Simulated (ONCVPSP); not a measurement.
## Cutoff test, lanthanum (La), ONCV

La, optimised norm-conserving Vanderbilt (ONCV), made with ONCVPSP 4.0.1 (LDA (Perdew-Wang 92), scalar-relativistic). Core [Kr] 4d10, reference 5s2 5p6 5d1 6s1 6p1. Waves: 5s+6s: rc 2.65 bohr, ncon 3, nbas 8, qcut 4 1/bohr, 2 projectors; 5p+6p: rc 2.65 bohr, ncon 5, nbas 10, qcut 6.4 1/bohr, 2 projectors; 5d: rc 2.70 bohr, ncon 4, nbas 9, qcut 3.5 1/bohr, 3 projectors, debl 1.1 Ha; f scattering state at 0.11 Ha: rc 2.80 bohr, ncon 4, nbas 9, qcut 4.6 1/bohr, 1 projector. Local part: polynomial inside 2.15 bohr (lpopt 5, dvloc0 1 Ha). Core correction: Teter function, fcfact 4, rcfact 1.6.

In the f channel the program set the typed energies aside and used -0.209 Ha.

Problem. For each optimised wave give the share of its norm inside rc, the residual kinetic energy above qcut (Ha) and the cutoffs (Ha) for errors of 10, 1, 0.1 and 0.01 mHa per electron.

Solution.

| wave | norm inside rc | residual KE | 10 mHa | 1 mHa | 0.1 mHa | 0.01 mHa |
| --- | --- | --- | --- | --- | --- | --- |
| 5s | 0.969 | 7.1e-06 | 2.0 | 4.7 | 6.5 | 7.8 |
| 6s | 0.100 | 1.8e-05 | 1.8 | 4.8 | 6.8 | 10.3 |
| 5p | 0.907 | 4.9e-08 | 7.1 | 11.6 | 14.4 | 16.5 |
| 6p | 0.039 | 1.1e-08 | 2.6 | 8.2 | 12.4 | 15.2 |
| 5d | 0.512 | 3.6e-04 | 4.0 | 5.5 | 9.6 | 37.4 |
| d projector 2 | 0.129 | 1.4e-03 | 4.7 | 6.4 | 10.2 | 19.3 |
| d projector 3 | 0.236 | 5.4e-03 | 5.8 | 7.3 | 14.4 | 30.5 |
| f projector 1 | 0.970 | 8.3e-03 | 10.7 | 38.5 | 47.7 | 69.6 |

The occupied waves need 12 Ha and 14 Ha for 1 and 0.1 mHa. The cutoffs count occupied waves only; projector 1 of the f channel, the hardest unoccupied one, needs 38 Ha at the loose tolerance.
